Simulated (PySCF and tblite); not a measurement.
Results of a calculation; reference values are marked as such.
5 regioisomers of C5H3BrN2O:

| isomer | SMILES |
| --- | --- |
| A | [O:1]=[CH:2][c:3]1[cH:4][n:5][n:6][c:7]([Br:8])[cH:9]1 |
| B | [O:1]=[CH:2][c:3]1[cH:4][c:5]([Br:6])[cH:7][n:8][n:9]1 |
| C | [O:1]=[CH:2][c:3]1[cH:4][n:5][n:6][cH:7][c:8]1[Br:9] |
| D | [O:1]=[CH:2][c:3]1[n:4][n:5][cH:6][cH:7][c:8]1[Br:9] |
| E | [O:1]=[CH:2][c:3]1[cH:4][cH:5][c:6]([Br:7])[n:8][n:9]1 |

Each isomer is a Boltzmann average at 298.15 K over at most 2 conformers: GFN2-xTB geometries, energies B3LYP/pcSseg-1 (IEF-PCM, tetrahydrofuran) (D3(BJ) added where defined), GIAO shieldings B3LYP/pcSseg-1 (IEF-PCM, tetrahydrofuran), GFN2-xTB thermal terms. Programs: PySCF with density fitting and tblite.

(1) What shifts does each isomer give (ppm)?

Spin–orbit effects of the heavy atoms on shieldings are missing. At a carbon that bears Br the missing effect is some 10 ppm, beside I tens of ppm. Shifts are unscaled: against experiment ¹³C can be off by 15 ppm or more and ¹H by 0.8 ppm. The search found a single conformer for at least one isomer; other rotamers may be missing. At least one structure keeps an imaginary mode at the tight-binding level.

Answers

(1) 
A: ¹H (against TMS): 10.32 (H2, 1H), 9.65 (H4, 1H), 8.22 (H9, 1H). ¹³C (against TMS): 201.7 (C2), 178.6 (C7), 154.5 (C4), 139.3 (C9), 137.2 (C3).

B: ¹H (against TMS): 10.51 (H2, 1H), 9.69 (H7, 1H), 8.59 (H4, 1H). ¹³C (against TMS): 203.1 (C2), 161.6 (C7), 161.6 (C3), 159.1 (C5), 138.9 (C4).

C: ¹H (against TMS): 10.91 (H2, 1H), 9.92 (H7, 1H), 9.59 (H4, 1H). ¹³C (against TMS): 201.3 (C2), 164.3 (C7), 161.1 (C8), 153.3 (C4), 133.8 (C3).

D: ¹H (against TMS): 10.70 (H2, 1H), 9.43 (H6, 1H), 8.17 (H7, 1H). ¹³C (against TMS): 201.4 (C2), 161.1 (C8), 157.7 (C6), 157.6 (C3), 142.3 (C7).

E: ¹H (against TMS): 10.48 (H2, 1H), 8.37 (H4, 1H), 8.24 (H5, 1H). ¹³C (against TMS): 203.1 (C2), 179.1 (C6), 161.0 (C3), 141.3 (C5), 135.9 (C4).
